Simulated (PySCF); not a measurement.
Simulation results for BClHO$_{2}$, H$_{5}$NOSi$_{2}$

All values are calculated (PySCF 2.14.0). Calculation on a computer-drawn molecule: the log of a Hartree-Fock and frozen-core CCSD(T) single point meant for a local Hartree-Fock minimum, with one planted fault or none, to be diagnosed. Offsets are logged minus clean, where the clean run is the same molecule without the fault. The reference is restricted for singlets and unrestricted otherwise, and also for a bond in bohr or an excited solution. Adding or removing an electron swaps singlet and doublet. The excited solution moves the top pair (singlet) or top alpha electron (doublet) to the lowest empty orbital. Highest occupied and lowest empty are orbital energies over both spins, largest force is the largest gradient component, triples share is (T) over the correlation energy, the T1 limit is 0.02 restricted and 0.045 unrestricted, electrons count all cores, a negative frequency is imaginary (commonest isotopes), and the dipole is about the centre of nuclear charge.

Common to all runs: meant multiplicity 1; logged SCF converged yes; logged CC converged yes; logged SCF stable within its kind yes; possible faults no fault, one electron removed, one electron added, multiplicity raised by two, geometry at a saddle point, SCF held on an excited solution, minimal basis STO-3G, one bond length entered in bohr, all coordinates scaled.

(1) 
```xyz
5
formula=BClHO2 meant_charge=-1 meant_basis=aug-cc-pV(D+d)Z logged_electrons=40 logged_basis_functions=110 logged_spin_squared=2.0111 logged_highest_occupied=0.61066 logged_lowest_empty=3.2705 logged_largest_force=0.16551 logged_T1_diagnostic=0.033715 logged_D1_diagnostic=0.16342 logged_triples_share=0.03257 logged_dipole_magnitude=11.365 logged_energy_HF=-634.57636 logged_energy_CCSD(T)=-635.21373 planted_fault=multiplicity_raised_by_two HF_energy_offset_from_clean_run=80.1 CCSD(T)_energy_offset_from_clean_run=107.9
O      1.4025    -3.3191     1.5117
B      0.8629    -2.1966     1.3601
O      1.4171    -0.9071     1.3569
Cl    -1.0401    -1.9831     1.0694
H      2.3421    -1.0241     1.4992
```

Units: logged_highest_occupied, logged_lowest_empty in eV; logged_largest_force in hartree/bohr; logged_dipole_magnitude in debye; logged_energy_HF, logged_energy_CCSD(T) in hartree; HF_energy_offset_from_clean_run, CCSD(T)_energy_offset_from_clean_run in kcal/mol.

Drawn bonds:
```tsv
atom	other atom	order
1	2	1
2	3	1
2	4	1
3	5	1
```

Notes: highest electron not bound in this basis.

(2) 
```xyz
9
formula=H5NOSi2 meant_charge=0 meant_basis=cc-pV(D+d)Z logged_electrons=48 logged_basis_functions=33 logged_spin_squared=0 logged_highest_occupied=-5.0336 logged_lowest_empty=6.7651 logged_largest_force=0.061031 logged_T1_diagnostic=0.018772 logged_D1_diagnostic=0.082979 logged_triples_share=0.023838 logged_dipole_magnitude=2.4274 logged_energy_HF=-701.67121 logged_energy_CCSD(T)=-701.87016 planted_fault=minimal_basis_STO-3G HF_energy_offset_from_clean_run=5304 CCSD(T)_energy_offset_from_clean_run=5558
N     -1.7241     0.4017     3.0321
Si    -2.0433     1.6466     1.9118
Si    -1.2737     0.4687    -0.0660
O     -2.2311     0.7591    -1.3960
H     -1.9003     0.5287     4.0119
H     -1.3766    -0.5207     2.8449
H     -1.2857    -1.0057     0.1069
H      0.1353     0.8677    -0.3495
H     -2.3991     1.6550    -1.6454
```

Units: logged_highest_occupied, logged_lowest_empty in eV; logged_largest_force in hartree/bohr; logged_dipole_magnitude in debye; logged_energy_HF, logged_energy_CCSD(T) in hartree; HF_energy_offset_from_clean_run, CCSD(T)_energy_offset_from_clean_run in kcal/mol.

Drawn bonds:
```tsv
atom	other atom	order
1	2	1
2	3	1
3	4	1
1	5	1
1	6	1
3	7	1
3	8	1
4	9	1
```
